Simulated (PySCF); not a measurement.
# Electrostatic potential from atomic charges

Species: `C=C[C@H]1[P@+]([B-](F)(F)F)(C1)P`. Coordinates (PBE0-D3(BJ)/def2-SVP, Å) and charges (e) from the PBE0/pcSseg-1 density (PySCF):

| atom | x | y | z | Mulliken | IAO | Hirshfeld | ESP-fitted |
| --- | --- | --- | --- | --- | --- | --- | --- |
| C1 | 2.889 | 0.546 | 0.398 | -0.1445 | -0.3036 | -0.0935 | -0.5161 |
| C2 | 1.912 | -0.025 | -0.311 | -0.1366 | -0.1389 | -0.0481 | +0.0698 |
| C3 | 0.713 | -0.639 | 0.284 | -0.3688 | -0.2383 | -0.0526 | -0.1363 |
| C4 | -0.049 | -1.717 | -0.425 | -0.2683 | -0.4103 | -0.1029 | -0.3231 |
| P5 | -1.011 | -0.162 | -0.256 | -0.0658 | +0.4314 | +0.1855 | +0.1136 |
| P6 | -0.777 | 0.864 | -2.189 | -0.0433 | +0.0300 | +0.0801 | -0.1808 |
| B7 | -2.500 | -0.214 | 1.456 | +0.9259 | +0.7279 | +0.2428 | +0.6848 |
| F8 | -1.761 | -1.043 | 2.233 | -0.3448 | -0.3734 | -0.1689 | -0.2992 |
| F9 | -3.593 | -0.745 | 0.887 | -0.3319 | -0.3616 | -0.1854 | -0.3253 |
| F10 | -2.576 | 1.066 | 1.849 | -0.3308 | -0.3614 | -0.1848 | -0.3329 |
| H11 | 2.851 | 0.591 | 1.491 | +0.1261 | +0.1491 | +0.0513 | +0.2047 |
| H12 | 3.761 | 0.985 | -0.091 | +0.1292 | +0.1569 | +0.0530 | +0.2067 |
| H13 | 1.983 | -0.056 | -1.404 | +0.1270 | +0.1462 | +0.0389 | +0.0803 |
| H14 | 0.722 | -0.719 | 1.378 | +0.1776 | +0.1750 | +0.0570 | +0.1666 |
| H15 | 0.284 | -1.994 | -1.430 | +0.1718 | +0.1644 | +0.0554 | +0.1810 |
| H16 | -0.430 | -2.548 | 0.176 | +0.1886 | +0.1804 | +0.0635 | +0.1653 |
| H17 | -2.145 | 0.664 | -2.547 | +0.0944 | +0.0132 | +0.0040 | +0.1208 |
| H18 | -1.021 | 2.158 | -1.637 | +0.0941 | +0.0131 | +0.0046 | +0.1201 |

Points outside the species (Å): A (-5.5, 2.1, 2.2); B (-3.6, 0.3, 4.9); C (1.6, -9.3, 0.7).

Problem. Find the potential V = 14.3996 V·Å × Σ q/r of each set of charges at these points.

Solution. In volts:

| point | nearest atom | distance (Å) | Mulliken | IAO | Hirshfeld | ESP-fitted |
| --- | --- | --- | --- | --- | --- | --- |
| A | F10 | 3.12 | -0.293 | -0.535 | -0.475 | -0.520 |
| B | F10 | 3.31 | -0.296 | -0.591 | -0.512 | -0.499 |
| C | H16 | 7.07 | -0.010 | +0.008 | +0.021 | +0.038 |

Problem. How far are the other sets from the ESP-fitted one at these points?

Solution. Root-mean-square difference: Hirshfeld 0.029 V, IAO 0.056 V, Mulliken 0.178 V. The ESP scheme is a least-squares fit of atom-centred charges to the potential on four shells outside the van der Waals surface, with the total charge fixed.

Problem. What energy would a point charge of +2 e have at A in the field of the ESP charges, leaving out polarisation?

Solution. -1.039 eV = -100.3 kJ/mol, an attraction.

One conformer (not necessarily the lowest) at the PBE0-D3(BJ)/def2-SVP geometry, without solvent, vibrations or thermal averaging.

The run behind these numbers computed NMR shieldings as well. Time: 51 s; peak memory 1.1 GiB. Hardware: one thread of an Arm Neoverse V2, shared host with 96 logical CPUs at a one-minute load of 94.

Conformer computed: `[CH2:1]=[CH:2][C@@H:3]1[CH2:4][P@@+:5]1([PH2:6])[B-:7]([F:8])([F:9])[F:10]`: C1–C2–C3–C4 -155°, C4–P5–B7–F8 31°, H–P6–P5–C4 111°, H–P6–P5–C4 -155°.
